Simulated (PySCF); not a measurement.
## State search for NbS

Unrestricted PBE0; basis Nb def2-TZVPP with ECP28, S def2-TZVPP; scalar-relativistic core potentials; PySCF 2.14. Outer shells of the fragments: Nb 4d4 5s1; S 3s2 3p4.

Followed along the bond (rough minima from three points):

```json
{"2Ms+1": "4", "unpaired": "σ ↑, δ ↑↑", "⟨S²⟩ at the start": "3.94", "R at minimum (Å)": "2.13", "Te (eV)": "0.00"}
{"2Ms+1": "2", "unpaired": "σ ↑, δ ↑↓", "⟨S²⟩ at the start": "1.77", "R at minimum (Å)": "2.11", "Te (eV)": "0.80"}
{"2Ms+1": "4", "unpaired": "σ ↑, π ↑, δ ↑", "⟨S²⟩ at the start": "3.92", "R at minimum (Å)": "2.16", "Te (eV)": "0.81"}
{"2Ms+1": "4", "unpaired": "σ ↑, π ↑, δ ↑", "⟨S²⟩ at the start": "3.94", "R at minimum (Å)": "2.16", "Te (eV)": "0.84"}
{"2Ms+1": "4", "unpaired": "π ↑, δ ↑↑", "⟨S²⟩ at the start": "3.89", "R at minimum (Å)": "2.18", "Te (eV)": "1.29"}
{"2Ms+1": "2", "unpaired": "δ ↑", "⟨S²⟩ at the start": "0.89", "R at minimum (Å)": "none in the scan", "Te (eV)": "≤ 1.01"}
```

Solutions found at the starting distance of 2.345 Å, counted from the lowest of them; the search is not exhaustive and high or unbound solutions are not listed, so other states can lie among these:

```tsv
2Ms+1	unpaired	term	E (eV)	⟨S²⟩	⟨Lz²⟩	μ (D)
4	σ ↑, δ ↑↑	⁴Σ⁻	0.00	3.94	0.00	-5.66
4	σ ↑, π ↑, δ ↑	mixed	0.65	3.92	4.58	-5.64
4	σ ↑, π ↑, δ ↑	mixed	0.69	3.94	5.00	-5.29
2	σ ↑, δ ↑↓	mixed	0.89	1.77	8.02	-5.53
4	π ↑, δ ↑↑	mixed	1.04	3.89	1.32	-6.50
2	δ ↑	²Δ	1.18	0.89	4.01	-4.12
```

A term symbol is given only where ⟨S²⟩ and ⟨Lz²⟩ are close to those of a pure state; real π, δ and φ orbitals otherwise mix terms. A positive dipole means Nb(−)S(+).

Spin–orbit coupling is left out. With d or f electrons several states lie close, and the lowest PBE0 determinant need not be the measured ground state.
